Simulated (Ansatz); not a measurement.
Stepwise reaction of `[F][Zr]([F])([Cl])[Cl]` with hydrogen sulfide, as a gas-phase model of exchange steps in deposition or etching. ΔE in kJ/mol; ΔG adds harmonic PBE0-D4 terms to CCSD(T)/CBS, at 1 bar.

Isolated molecules relaxed with PBE0-D4/def2-TZVP in Ansatz; ΔE leaves out vibrations. CCSD(T)/CBS adds triple-zeta CCSD(T) − MP2 to the extrapolated MP2 energy (def2 sets, frozen cores). This one scheme is used for every species. DFT in def2-TZVPP. B3LYP here is the variant with VWN-RPA as its local correlation; programs differ in this. Elements past krypton have def2 core potentials. For Zr outer-core shells are correlated without core-valence functions, which leaves a few kJ/mol of doubt a bond. Each species was taken in one conformer, which may not be the lowest.

```
step                                                            reaction  PBE-D4  B3LYP-D4  ωB97M-V  CCSD(T)/CBS  ΔG(600 K)
   2  `[F][Zr]([SH])([Cl])[Cl]` + H₂S → `[SH][Zr]([SH])([Cl])[Cl]` + H–F    79.3      84.6     89.1         72.8       83.6
```

Question: Give the row of step 1, `[F][Zr]([F])([Cl])[Cl]` + H₂S → `[F][Zr]([SH])([Cl])[Cl]` + H–F. (Best estimate.)

Answer: Ansatz gave: 
| step | reaction | PBE-D4 | B3LYP-D4 | ωB97M-V | CCSD(T)/CBS | ΔG(600 K) |
| --- | --- | --- | --- | --- | --- | --- |
| 1 | `[F][Zr]([F])([Cl])[Cl]` + H₂S → `[F][Zr]([SH])([Cl])[Cl]` + H–F | 83.6 | 89.3 | 92.5 | 78.3 | 75.3 |

Question: By hand: ΔE of the 2 steps together at CCSD(T)/CBS.

Answer: (78.3) + (72.8) = 151.1 kJ/mol, or 75.5 kJ/mol a step.

In ΔE each step is lower than the one before. All are uphill at CCSD(T)/CBS. ΔG lies between 75.3 and 83.6 kJ/mol a step. PBE-D4 differs from CCSD(T)/CBS by 5.3 to 6.5 kJ/mol a step. Isolated molecules leave out the surface, adducts and barriers. Largest T1 diagnostic: 0.017.
